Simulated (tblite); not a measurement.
Species: C₅H₁₆N₂Si.
Bonds: C1–C2, C2–N3, N3–N4, N4–Si5, N3–C6, C6–C7, C6–C8. Hydrogens: H9, H10, H11 on C1; H12, H13 on C2; H14 on N4; H15, H16, H17 on Si5; H18 on C6; H19, H20, H21 on C7; H22, H23, H24 on C8.

A start from a force field or distance geometry was refined with GFN2-xTB geometry optimisation, gas phase in tblite. Values at the start:

```tsv
coordinate	start
C1–C2	1.507 Å
C1–H9	1.127 Å
C2–N3	1.401 Å
C2–H12	1.114 Å
C2–H13	1.135 Å
N3–N4	1.389 Å
N3–C6	1.382 Å
N4–Si5	1.790 Å
N4–H14	1.030 Å
Si5–H15	1.466 Å
Si5–H16	1.470 Å
C6–C7	1.509 Å
C6–H18	1.143 Å
C7–H19	1.103 Å
C1–C2–N3	117.8°
C2–N3–N4	110.5°
C2–N3–C6	124.3°
N3–N4–Si5	112.7°
N3–C6–C7	117.8°
N3–C6–C8	116.3°
N4–N3–C6	112.1°
C7–C6–C8	109.3°
```

Task: How do these coordinates change at the GFN2-xTB level?

Result: 
```json
{"coordinate": "N3–C6", "GFN2-xTB (Å or °)": "1.462", "change": "+0.080"}
{"coordinate": "N4–Si5", "GFN2-xTB (Å or °)": "1.718", "change": "-0.072"}
{"coordinate": "C2–N3", "GFN2-xTB (Å or °)": "1.452", "change": "+0.051"}
{"coordinate": "C6–H18", "GFN2-xTB (Å or °)": "1.097", "change": "-0.046"}
{"coordinate": "C1–H9", "GFN2-xTB (Å or °)": "1.086", "change": "-0.041"}
{"coordinate": "C2–H13", "GFN2-xTB (Å or °)": "1.104", "change": "-0.031"}
{"coordinate": "C2–H12", "GFN2-xTB (Å or °)": "1.090", "change": "-0.024"}
{"coordinate": "C6–C7", "GFN2-xTB (Å or °)": "1.528", "change": "+0.019"}
{"coordinate": "C1–C2", "GFN2-xTB (Å or °)": "1.524", "change": "+0.017"}
{"coordinate": "C7–H19", "GFN2-xTB (Å or °)": "1.087", "change": "-0.016"}
{"coordinate": "N3–N4", "GFN2-xTB (Å or °)": "1.405", "change": "+0.016"}
{"coordinate": "N4–H14", "GFN2-xTB (Å or °)": "1.018", "change": "-0.012"}
{"coordinate": "Si5–H15", "GFN2-xTB (Å or °)": "1.459", "change": "-0.007"}
{"coordinate": "Si5–H16", "GFN2-xTB (Å or °)": "1.474", "change": "+0.004"}
{"coordinate": "C2–N3–C6", "GFN2-xTB (Å or °)": "116.2", "change": "-8.1"}
{"coordinate": "C1–C2–N3", "GFN2-xTB (Å or °)": "109.9", "change": "-7.9"}
{"coordinate": "N3–C6–C7", "GFN2-xTB (Å or °)": "109.9", "change": "-7.9"}
{"coordinate": "N3–N4–Si5", "GFN2-xTB (Å or °)": "119.7", "change": "+7.0"}
{"coordinate": "C7–C6–C8", "GFN2-xTB (Å or °)": "110.9", "change": "+1.6"}
{"coordinate": "N3–C6–C8", "GFN2-xTB (Å or °)": "114.9", "change": "-1.4"}
{"coordinate": "N4–N3–C6", "GFN2-xTB (Å or °)": "113.2", "change": "+1.1"}
{"coordinate": "C2–N3–N4", "GFN2-xTB (Å or °)": "110.0", "change": "-0.5"}
```

The energy falls by 109.2 kJ/mol over 205 L-BFGS steps, the largest force on an atom goes from 2.88 to 0.009 eV/Å, and the atoms move by 0.818 Å rms after alignment. The bond that changes most is N3–C6 (hydrazine nitrogen to sp3 carbon bound to nitrogen), which lengthens by 0.080 Å. Bonds longer at the end by more than 0.005 Å: 8 of 23; shorter: 14. Among the dihedrals that turn most is H12–C2–N3–C6, from -55° to 40°. Rotational constants go from 1972, 1155, 920.1 to 1825, 1214, 916.3 MHz.

Its GFN2-xTB frequencies are all real (lowest 55 cm⁻¹). One conformer, not necessarily the lowest.

All values are computed, not measured.
